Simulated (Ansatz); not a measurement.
Sn₁₁PH₂₂, a doped cluster cut from the lattice of tin (P on a surface site): single points at one geometry.

```yaml
crystal:
  periodic: [false, false, false]
  atoms:
    - {symbol: Sn, position_ang: [-2.315663, 0.557068, -3.741944]}
    - {symbol: Sn, position_ang: [-2.654414, 1.111591, 2.548477]}
    - {symbol: Sn, position_ang: [1.284933, -2.212932, -4.654647]}
    - {symbol: Sn, position_ang: [0.420669, -2.444445, 2.626847]}
    - {symbol: P, position_ang: [0.751615, -0.118798, -0.923636]}
    - {symbol: Sn, position_ang: [0.834737, 0.968498, 5.625697]}
    - {symbol: Sn, position_ang: [-0.893588, -0.809335, -5.748921]}
    - {symbol: Sn, position_ang: [-1.154448, -0.758827, 0.994030]}
    - {symbol: Sn, position_ang: [-0.479685, 1.830493, -2.043514]}
    - {symbol: Sn, position_ang: [-0.891659, 2.621038, 4.142477]}
    - {symbol: Sn, position_ang: [2.637566, -0.601471, -2.784294]}
    - {symbol: Sn, position_ang: [2.254938, -0.735282, 3.897982]}
    - {symbol: H, position_ang: [-3.226251, -0.544332, -2.763289]}
    - {symbol: H, position_ang: [-3.416715, 1.720269, -4.405370]}
    - {symbol: H, position_ang: [-3.855164, 0.356646, 3.562954]}
    - {symbol: H, position_ang: [-3.513657, 2.188507, 1.484064]}
    - {symbol: H, position_ang: [0.666228, -3.601544, -3.819778]}
    - {symbol: H, position_ang: [2.311559, -2.787801, -5.930214]}
    - {symbol: H, position_ang: [-0.470144, -3.324266, 3.832483]}
    - {symbol: H, position_ang: [1.256066, -3.612591, 1.646360]}
    - {symbol: H, position_ang: [1.571986, 0.683725, -0.054159]}
    - {symbol: H, position_ang: [-0.111224, -0.008680, 6.705501]}
    - {symbol: H, position_ang: [1.899012, 1.921222, 6.614548]}
    - {symbol: H, position_ang: [-1.968765, -1.868499, -6.606440]}
    - {symbol: H, position_ang: [-0.320409, 0.373192, -6.881716]}
    - {symbol: H, position_ang: [-2.251479, -1.763938, 0.065679]}
    - {symbol: H, position_ang: [-1.179781, 2.784863, -0.778204]}
    - {symbol: H, position_ang: [0.689391, 2.786309, -2.897651]}
    - {symbol: H, position_ang: [-1.764080, 3.689639, 5.200052]}
    - {symbol: H, position_ang: [0.076403, 3.623797, 3.104152]}
    - {symbol: H, position_ang: [3.901400, -1.506054, -2.000396]}
    - {symbol: H, position_ang: [3.370556, 0.796738, -3.535303]}
    - {symbol: H, position_ang: [3.523385, -1.573277, 4.736053]}
    - {symbol: H, position_ang: [3.019483, 0.246975, 2.683421]}
basis:
  gaussian: {orbitals: def2-SVP, fitting: {mean_field: def2-universal-jkfit}, initial_orbitals: start.molden}
magnetization: {spin_polarized: true, initial_magnetization: 1}
hamiltonian: {xc: pbe0, dispersion: d4}
scf: {omitted_lower_state_checks: [starts]}
output: {orbitals: {seedname: orbitals}}
```

The file start.molden holds the orbitals of an earlier run on this structure, at another level or in another basis.

```sh
$ ansatz run in.yaml --threads 2 --pin off --events-out ev --progress --plain --max-ram 32768MiB --backend cuda --devices 0, --max-vram 18GiB
```

Output, abridged:

```
Functional definition: PBE0
2922 factors; integrals over basis functions are off by at most 3.5e-1 eV
mean field evaluation 1: about -73788.1909 eV, gradient 4.6e1 eV
mean field evaluation 2: about -73788.9189 eV, gradient 7.9e-1 eV
mean field evaluation 4: about -73788.9192 eV, gradient 2.0e-2 eV
mean field -73788.91921341 eV, -2711.6927651670 hartree, gradient 2.3e-5 eV, S^2 0.757605; 0 other end points of the search recorded, 0 dependent functions left out
reference -73788.91929980 eV, -2711.6927683419 hartree; 140, 139 occupied and 274, 275 virtual orbitals, 2922 factors
Total energy: -73790.42578322 eV, -2711.7481305862 hartree
Checks for a lower state left out: starts
```

Run time 11 s (2 threads of AMD EPYC 7R13 on a shared host and a share (18 GiB) of an NVIDIA H100 80GB HBM3).

First input, but with `gaussian: {orbitals: def2-SVP, initial_orbitals: start.molden}`, `hamiltonian: {xc: pbe}`, `correlation: {method: rpa}` and without the key `output` (abridged; 17 s):

```
Functional definition: PBE
mean field -73784.13686345 eV, -2711.5170170475 hartree, gradient 2.6e-6 eV, S^2 0.752204
49 core orbitals not correlated: weight in the atoms' cores, before any rotation towards them, 1.000 or more for the frozen orbitals, at most 0.000 for the correlated occupied ones
Total energy: -73541.59998160 eV, -2702.6039510369 hartree
Checks for a lower state left out: starts
```

As the first input, with `gaussian: {orbitals: def2-TZVP, fitting: {mean_field: def2-universal-jkfit}, initial_orbitals: start.molden}`, `hamiltonian: {xc: {name: r2SCANh}, dispersion: d4}` (abridged; 13 s):

```
Functional definition: r2SCANh
mean field -73816.39644930 eV, -2712.7025349613 hartree, gradient 1.2e-5 eV, S^2 0.761646
Total energy: -73816.90841390 eV, -2712.7213493132 hartree
Checks for a lower state left out: starts
```

First input, but with `gaussian: {orbitals: def2-TZVP, fitting: {mean_field: def2-universal-jkfit}, initial_orbitals: start.molden}` (abridged; 14 s):

```
Functional definition: PBE0
mean field -73794.33131747 eV, -2711.8916563228 hartree, gradient 8.2e-6 eV, S^2 0.758511
Total energy: -73795.83791371 eV, -2711.9470227134 hartree
Checks for a lower state left out: starts
```

The first input with `hamiltonian: {xc: pbe, dispersion: d4}` (abridged; 11 s):

```
Functional definition: PBE
mean field -73784.14702488 eV, -2711.5173904731 hartree, gradient 1.8e-5 eV, S^2 0.752204
Total energy: -73785.79872857 eV, -2711.5780894642 hartree
Checks for a lower state left out: starts
```

Geometry: PBE-D4/def2-SVP.

In the def2 sets Sn takes a core potential; there is no spin–orbit coupling. Correlated methods freeze 49 core orbitals; core or outer-core shells of Sn are correlated, in sets that lack core-valence functions. Single mean-field runs in def2-SVP, def2-TZVP are fitted with def2-universal-jkfit.
